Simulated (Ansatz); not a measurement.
Si2Ni3⁺, relaxed as a doublet with UKS r2SCAN-D4/def2-SVP in Ansatz, starting from the GFN1-xTB geometry. Force threshold 0.02 eV/Å.

The charge 1 doublet is spin-contaminated (final ⟨S²⟩ up to 1.20, 0.75 for a pure state). The relaxation made no stability test and no search for a lower SCF solution. No other spin state of charge 1 was run. The structure comes from a short search, and lower isomers may exist.

Start:

```csv
atom,x (Å),y (Å),z (Å)
Ni1,1.016,0.361,0.761
Ni2,-0.064,0.000,-1.143
Ni3,0.092,0.095,-3.084
Si4,0.110,-0.014,2.711
Si5,-1.154,-0.440,0.755
```

(1) Estimate the energy that the relaxation releases and the steps that it takes.

(2) Does the start keep its bonding and symmetry?

(3) Predict the relaxed structure.

## Answers

(1) 3.63 eV, in 31 steps; 7.5 min on 4 threads of Arm Neoverse V2 on a shared host. No frequencies were taken in this run, so the end may be a saddle point.

(2) Bonds formed: Ni2–Si4, Ni3–Si4, Ni3–Si5 (atoms count from 1). The end is the same structure that another start reached, the lowest one found. Point group Cs at the start, C2v at the end, both within 0.05 Å.

(3) 
Cartesian coordinates in Å:
```
Ni 0.648 0.861 1.333
Ni 1.189 -0.040 -0.697
Ni -0.891 -0.852 -1.190
Si -0.183 -1.064 0.834
Si -0.763 1.096 -0.279
```
Bond lengths (bridged metal pairs left out): 6 × Ni–Si 2.15 to 2.30 Å; 2 × Ni–Ni 2.29 Å; 1 × Si–Si 2.50 Å.
